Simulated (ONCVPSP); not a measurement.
**Xe: variants of one ONCV potential**

Base potential:

ONCVPSP 4.0.1 input, shortened (lines: element, Z, core and valence counts, functional; n l f; lmax; l rc ep ncon nbas qcut; lloc lpopt rc5 dvloc0; l nproj debl; icmod fcfact rcfact), LDA (Perdew-Zunger), scalar-relativistic:

```
  Xe 54.00    6    5        3      upf
    1    0    2.00
    2    0    2.00
    2    1    6.00
    3    0    2.00
    3    1    6.00
    3    2   10.00
    4    0    2.00
    4    1    6.00
    4    2   10.00
    5    0    2.00
    5    1    5.75
    2
    0    1.25    0.00    4    7    9.20
    1    1.45    0.00    3    6    7.90
    2    1.10    0.00    4    9   17.10
    2    5    1.10    0.00
    0    2    0.40
    1    3    0.70
    2    0    1.10
    3    3.25    1.05
```

All-electron outer shells of the reference configuration (LDA (Perdew-Zunger), scalar-relativistic, ld1.x):

| shell | level (eV) | outermost node (bohr) | outermost maximum (bohr) |
| --- | --- | --- | --- |
| 3p | -918.69 | 0.12 | 0.27 |
| 3d | -656.27 | – | 0.23 |
| 4s | -199.38 | 0.36 | 0.66 |
| 4p | -143.41 | 0.36 | 0.69 |
| 4d | -61.83 | 0.34 | 0.75 |
| 5s | -22.22 | 0.85 | 1.61 |
| 5p | -10.49 | 0.92 | 1.89 |

Cutoffs, loose and tight: the cutoffs (Ha) at which the residual kinetic energy of the hardest occupied pseudo-wave falls to 1 and 0.1 mHa per electron. They do not see the model core or the augmentation charge, which bear on the density cutoff. Test errors are all-electron minus pseudo excitation energies from the reference, over the configurations 4s2 4p6 4d10 5s2 5p6; 4s2 4p6 4d10 5s2 5p5; 4s2 4p6 4d10 5s2 5p4; 4s2 4p5 4d10 5s2 5p6. A dash means not determined; rows that change the core or the reference have their own tests.

```csv
change,outcome,"cutoff, loose","cutoff, tight",bound ghosts,GHOST(+) flags above zero,largest test error (meV)
base,generated,69 Ha,85 Ha,none,none,-49
"core correction Teter function, fcfact 3.25, rcfact 0.98",generated,69 Ha,85 Ha,none,none,-49
"core correction Teter function, fcfact 3.25, rcfact 1.04",generated,69 Ha,85 Ha,none,none,-49
"core correction Teter function, fcfact 3.25, rcfact 1.22",generated,69 Ha,85 Ha,none,none,-50
"core correction Teter function, fcfact 3.25, rcfact 1.32",generated,69 Ha,85 Ha,none,none,-51
"core correction Teter function, fcfact 3.25, rcfact 1.4",generated,69 Ha,85 Ha,none,none,-53
"core correction Teter function, fcfact 3.25, rcfact 1.54",generated,69 Ha,85 Ha,none,none,-57
"core correction Teter function, fcfact 3.25, rcfact 1.66",generated,69 Ha,85 Ha,none,none,-61
"core correction Teter function, fcfact 3.25, rcfact 1.76",generated,69 Ha,85 Ha,none,none,-66
"core correction Teter function, fcfact 3.25, rcfact 1.96",generated,69 Ha,85 Ha,none,none,-79
"core correction Teter function, fcfact 3.25, rcfact 2.02",generated,69 Ha,85 Ha,none,none,-83
```

Reading the sweep of the rcfact (base included, trends over the rows without a ghost): The loose cutoff stays near 69 Ha. The median size of the test errors (rows with all tests solved) stays near 5.7 meV.
